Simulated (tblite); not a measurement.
Q: What does the GFN2-xTB structure of `OC[C@@]12C=CC[C@@H]1C2` look like in three dimensions?

A: 
```xyz
18
C7H10O angstrom
O     -2.6090    1.0132    0.6254
C     -1.4868    0.3677    1.1855
C     -0.4008    0.1137    0.1685
C      0.3394    1.2639   -0.4114
C      1.6008    0.9471   -0.6687
C      1.9361   -0.4602   -0.2589
C      0.6120   -1.0078    0.2407
C     -0.5018   -1.0744   -0.7598
H     -2.8758    0.5261   -0.1630
H     -1.1269    1.0367    1.9721
H     -1.7855   -0.5853    1.6496
H     -0.1368    2.2136   -0.5792
H      2.3380    1.5897   -1.1182
H      2.6948   -0.4652    0.5280
H      2.3302   -1.0380   -1.0986
H      0.6229   -1.7130    1.0582
H     -0.2667   -0.9331   -1.8044
H     -1.2927   -1.7884   -0.5774
```

Orientation and origin are arbitrary. Atoms count from 1 in this order. The C–C distances run from 1.326 Å (C4=C5, drawn double) to 1.517 Å (C6–C7, drawn single), a spread of 0.191 Å. The 5-membered ring C3–C4–C5–C6–C7 has internal angles of 103.5° to 112.5°; it is almost planar, 0.01 Å rms from its mean plane, widest ring torsion 3°. The 3-membered ring C3–C7–C8 has internal angles of 59.4° to 60.3°. Of the pairs four or more bonds apart, C5···H17 is among the closest relative to their van der Waals radii: 2.88 Å, 99 % of the sum of Bondi's values.

Bonds between heavy atoms (Å): O1–C2 1.411, C2–C3 1.509, C3–C4 1.486, C4=C5 1.326, C5–C6 1.504, C6–C7 1.517, C7–C8 1.499, C3–C7 1.513, C3–C8 1.511.

Computed geometry: GFN2-xTB, gas phase.

Point group: C1 (no symmetry element, even within 0.4 Å). Its GFN2-xTB frequencies are all real (lowest 68 cm⁻¹). The numbers are those of one conformer (H–O1–C2–C3 51°, O1–C2–C3–C4 68°). 2 starts were optimised and ended at 0.00 and 1.10 kcal/mol (GFN2-xTB); the lowest of these is shown.

Hardware: an Arm Neoverse N1 with one thread, on a shared host. Cost: 0.61 s. This is the geometry optimisation.
